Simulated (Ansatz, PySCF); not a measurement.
The Ansatz (a quantum-chemistry and plane-wave program) input:
Ansatz 0.2 input:
```yaml
crystal:
  periodic: [false, false, false]
  atoms:
    - {symbol: Al, position_ang: [0.00000000, 0.00000000, 0.00000000]}
    - {symbol: I, position_ang: [-0.00000000, -0.00000000, -2.47377043]}
    - {symbol: I, position_ang: [0.00000000, 0.00000000, 2.47377043]}
basis:
  gaussian:
    orbitals: STO-3G
hamiltonian:
  xc: b3lyp
total_charge: 1
accuracy: high
```

### Question
Convert this to an input for PySCF.

### Answer
This is not unique; one that fits is 
```python
from pyscf import gto, scf, dft

mol = gto.Mole()
mol.atom = '''
    Al    0.00000000    0.00000000    0.00000000
    I    -0.00000000   -0.00000000   -2.47377043
    I     0.00000000    0.00000000    2.47377043
'''
mol.basis = 'sto-3g'
mol.charge = 1
mol.verbose = 4
mol.build()

mf = dft.RKS(mol)
mf.xc = 'b3lyp'
mf.grids.atom_grid = (99, 590)
mf.grids.prune = None
mf.kernel()
```

Both were run: Ansatz gave -13945.085515 Eh and PySCF -13945.085518 Eh, 0.003 mEh apart.
